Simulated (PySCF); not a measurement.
**Ru (ruthenium, neutral) across methods**

[Kr] 4d7 5p1, one real determinant (an excited configuration). Computed with PySCF 2.14 in x2c-TZVPPall with one added diffuse shell each of s, p, d, f type (9s7p7d3f1g, 95 functions), with the spin-free X2C one-electron Hamiltonian (Gaussian nucleus).

```csv
method,E (hartree),mean ε 4d α (eV),mean ε 4d β (eV),mean ε 5p α (eV),Σ⟨r²⟩ (bohr²),⟨S²⟩
UHF,-4527.88059,-13.345,-11.040,-3.391,70.47,6.013
TPSS,-4530.02,-7.389,-5.923,-2.057,65.34,6.007
LC-wPBE,-4529.77,-11.787,-10.091,-3.923,65.20,6.012
r2SCAN,-4530.20,-7.733,-5.986,-2.182,64.54,6.030
TPSSh,-4530.03,-8.037,-6.501,-2.224,65.52,6.007
LDA,-4525.14,-7.564,-5.883,-2.179,64.25,6.003
PBE,-4529.80,-7.449,-5.825,-2.112,65.27,6.005
PBE0,-4529.87,-9.061,-7.294,-2.532,65.70,6.006
M06,-4530.22,-9.060,-7.265,-2.293,66.24,6.007
```

⟨L²⟩ = 14.01 against 20 for a pure G term, so this real determinant mixes terms.
